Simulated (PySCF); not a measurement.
# Removing an electron from `[SiH3][NH][GeH2][CH]1CC1`

Species: C₃H₁₁GeNSi.
Z-matrix (Å and degrees, PBE0-D3(BJ)/def2-SVP geometry), rows numbered from 1:
```
Si
N   1  1.7319
Ge  2  1.8433  1  126.18
C   3  1.9364  2  111.74  1    60.85
C   4  1.5072  3  120.02  2  -149.20
C   5  1.4936  4   60.36  3   108.19
H   1  1.4975  2  110.98  3   143.65
H   1  1.5010  2  114.70  3   -95.32
H   1  1.4955  2  107.20  3    24.04
H   2  1.0150  1  117.87  3   167.82
H   3  1.5453  2  108.73  1   -56.83
H   3  1.5415  2  106.04  1  -176.54
H   4  1.0954  3  115.11  2    64.54
H   5  1.0935  4  117.75  6   108.47
H   5  1.0951  4  118.57  6  -107.93
H   6  1.0950  4  118.65  5   108.00
H   6  1.0935  4  117.66  5  -108.47
```

Level: B3LYP/def2-SVPD (PySCF). Frontier orbitals with their largest atomic shares (Löwdin; up to four atoms above 4 %):

```
orbital  ε (eV)                             main atoms
 HOMO−3   -8.89   C4 19 %, Ge3 17 %, H11 14 %, H13 8 %
 HOMO−2   -8.39      C4 28 %, C5 27 %, C6 12 %, N2 7 %
 HOMO−1   -8.12    C6 29 %, C4 21 %, C5 13 %, Ge3 12 %
   HOMO   -6.83                                      ?
   LUMO   -0.15  Si1 22 %, Ge3 20 %, H10 13 %, N2 10 %
 LUMO+1    0.38    Ge3 25 %, H12 11 %, C5 9 %, Si1 8 %
 LUMO+2    0.76     Si1 20 %, Ge3 15 %, H9 9 %, C6 8 %
```

**Question.** What vertical ionisation energy does ΔSCF give, and how far is −ε(HOMO) from it?

**Answer.** ΔSCF: 8.78 eV (847 kJ/mol; threshold wavelength 141 nm); ⟨S²⟩ of the doublet left behind is 0.757, against 0.75 for a pure doublet. −ε(HOMO) is 6.83 eV, 1.95 eV below it. In exact Kohn–Sham theory the two would be equal; B3LYP (global hybrid, 20 % exact exchange) falls short of its own ΔSCF value by 22 %. Holes in the HOMO−1 and HOMO−2 were tried too where these lie within 1.2 eV of the HOMO; the lowest converged state counts.

**Question.** On which atoms does the HOMO lie?

**Answer.** N2 (silicon-bound nitrogen) 52 %, Si1 (SiH3 silicon) 10 %, Ge3 (germanium bonded to C, N and 2 H) 8 %, C4 (sp3 carbon bound to germanium) 8 %. The HOMO−1 lies 1.29 eV lower.

**Question.** What total energies stand behind the ΔSCF value?

**Answer.** E(N) = -2541.78035 Eh and E(N − 1) = -2541.45764 Eh at the same geometry, 0.32271 Eh apart.

**Question.** How many of the 10 lowest singlet excitations (vertical TDDFT, same level) lie below the ionisation energy?

**Answer.** All 10; they run from 5.65 to 7.34 eV.

**Question.** With α = 99.8 au, estimate the like-pair dispersion coefficient by London's formula C6 = (3/4)α²I.

**Answer.** I = 0.3227 Eh, so C6 ≈ 2410 au, a rough estimate.

Geometry: PBE0-D3(BJ)/def2-SVP, one conformer, isolated molecule. The calculation is non-relativistic, for germanium too.
